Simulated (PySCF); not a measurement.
C5H8ClSi (doublet state).
Cartesian coordinates in Å at the GFN2-xTB level; atoms count from 1:
```
atom  x, y, z in Å
C1    -2.5404   -0.0026    0.0510
C2    -1.2229    0.0427   -0.0559
C3    -0.1972   -0.1170    1.0411
C4     1.0666    0.3274    0.2840
C5     2.1878   -0.5653    0.3646
Cl6    3.7148   -0.0511   -0.2176
Si7    0.0186    0.3947   -1.4320
H8    -3.0315   -0.1886    0.9951
H9    -3.1856    0.1393   -0.8003
H10   -0.4048    0.4897    1.9229
H11   -0.1199   -1.1573    1.3609
H12    1.3599    1.3474    0.5336
H13    2.0619   -1.6348    0.3810
H14    0.3419   -0.7013   -2.3397
H15   -0.0534    1.6850   -2.1106
```

The hyperfine couplings belong to this conformer and change with its torsions.

As a line formula: `C1C(=C)[SiH2][C@@H]1[CH]Cl` [radical].

Level of theory: PySCF 2.14.0, UKS B3LYP, pcH-1 on C Cl H Si, non-relativistic, mean-field spin-orbit, GIAO. The structure is a single GFN2-xTB conformer in the gas phase; no vibrational or solvent corrections. The geometry wasn't refined by DFT: couplings that depend on bond lengths, twists or pyramidal angles can differ widely from those at the functional's own minimum. Stability of the SCF solution: not tested.

Mulliken spin populations: C1 +0.003, C2 -0.003, C3 +0.015, C4 -0.080, C5 +0.851, Cl6 +0.066, Si7 +0.154, H8 +0.001, H9 0.000, H10 -0.001, H11 -0.001, H12 +0.022, H13 -0.033, H14 -0.002, H15 +0.009.

Question: Give the computed dipolar 1H tensors of H8, H9, H10, H11, H12.

Answer: 
```
atom            position  distance from C5 (Å)  T1 (MHz)     T2    T3
  H8     5 bonds from C5                  5.27     -0.65  -0.32  0.97
  H9     5 bonds from C5                  5.54     -0.78  -0.40  1.18
 H10  γ, 3 bonds from C5                  3.20     -2.02  -1.67  3.69
 H11  γ, 3 bonds from C5                  2.58     -3.54  -2.35  5.89
 H12  β, 2 bonds from C5                  2.09     -4.26  -3.89  8.15
```

Question: Estimate them with point dipoles: put each population ρk at its nucleus, leave out the nucleus itself and the atom bound to it, and sum T = Σ [ρk/(2S)]·C·(3 n nᵀ − 1)/r³ with C = μ0 gₑ μB g_N μN/(4π h) = 79.06 MHz Å³.

Answer: 
```json
{"atom": "H8", "T1 (MHz)": "-0.61", "T2": "-0.48", "T3": "1.09", "T3, computed": "0.97", "difference in T3 (%)": "+12"}
{"atom": "H9", "T1 (MHz)": "-0.70", "T2": "-0.55", "T3": "1.25", "T3, computed": "1.18", "difference in T3 (%)": "+6"}
{"atom": "H10", "T1 (MHz)": "-1.83", "T2": "-1.45", "T3": "3.29", "T3, computed": "3.69", "difference in T3 (%)": "-11"}
{"atom": "H11", "T1 (MHz)": "-3.97", "T2": "-3.03", "T3": "7.00", "T3, computed": "5.89", "difference in T3 (%)": "+19"}
{"atom": "H12", "T1 (MHz)": "-7.92", "T2": "-6.11", "T3": "14.03", "T3, computed": "8.15", "difference in T3 (%)": "+72"}
```

In T3 the estimate is closest for H9 (+6 %, 5.54 Å from C5) and worst for H12 (+72 %, 2.09 Å).

Question: If all the spin sat on C5, T∥ = 2C/r³. What distance does the computed T3 of H9 then imply?

Answer: r = (2 × 79.06/1.18)^(1/3) = 5.12 Å, against 5.54 Å in the structure.
